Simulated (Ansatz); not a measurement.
C6H19N4Ta, SMILES `C[N](C)[Ta](=[NH])([N](C)C)[N](C)C` at its PBE0-D4/def2-TZVP geometry, where that method's forces vanish. Total charge 0; spin multiplicity 1. Ta: def2 effective core potential.

```xyz
30

C     1.2705   -2.0435    0.8680
N     1.4634   -0.6233    1.0308
C     2.5626   -0.3250    1.9149
Ta    0.3219    0.6573   -0.0027
N     1.1049    2.2527   -0.0093
N     0.1211    0.0227   -1.8916
C     0.7586    0.5388   -3.0774
C    -0.8133   -1.0332   -2.1961
N    -1.4784    0.8190    0.8599
C    -2.1493   -0.3637    1.3417
C    -2.2213    2.0191    1.1540
H     2.1742   -2.5318    0.4747
H     1.0172   -2.5330    1.8202
H     0.4615   -2.2622    0.1622
H     3.5020   -0.7648    1.5478
H     2.3860   -0.7293    2.9226
H     2.7003    0.7525    1.9984
H     1.5477    3.1549   -0.0138
H     0.0181    0.9237   -3.7944
H     1.4378    1.3506   -2.8199
H     1.3353   -0.2430   -3.5936
H    -1.5956   -0.6929   -2.8904
H    -0.3151   -1.8990   -2.6571
H    -1.3249   -1.3909   -1.2957
H    -1.5592   -1.2672    1.1527
H    -2.3192   -0.3180    2.4275
H    -3.1279   -0.5032    0.8588
H    -1.6793    2.8963    0.8025
H    -2.3909    2.1298    2.2356
H    -3.2088    2.0066    0.6696
```

(1) What forces (eV/Å) does B3LYP-D4/def2-TZVPP give on these atoms in Ansatz 0.2.0? (Best estimate.)

## Answers

(1) Computed: 
```
C1  -0.072 -0.315 -0.063
N2  -0.037  0.021 -0.021
C3   0.231  0.106  0.188
Ta4 -0.027 -0.051  0.001
N5   0.173  0.353 -0.001
N6   0.004  0.001  0.046
C7   0.161  0.139 -0.234
C8  -0.222 -0.241 -0.030
N9   0.037 -0.014 -0.026
C10 -0.122 -0.290  0.097
C11 -0.132  0.284  0.044
H12 -0.040  0.008  0.022
H13  0.014  0.007 -0.048
H14  0.059  0.005  0.062
H15 -0.029  0.021  0.029
H16  0.022  0.019 -0.035
H17  0.005 -0.071  0.008
H18 -0.001 -0.003  0.000
H19  0.041 -0.013  0.017
H20 -0.037 -0.051 -0.035
H21 -0.021  0.040  0.008
H22  0.030 -0.027  0.024
H23 -0.035  0.032  0.015
H24  0.039  0.014 -0.075
H25 -0.057  0.062  0.012
H26 -0.004 -0.011 -0.045
H27  0.039 -0.004  0.032
H28 -0.050 -0.044  0.027
H29 -0.003  0.009 -0.045
H30  0.034  0.013  0.027
```

B3LYP here is the variant with VWN-RPA as its local correlation; programs differ in this.
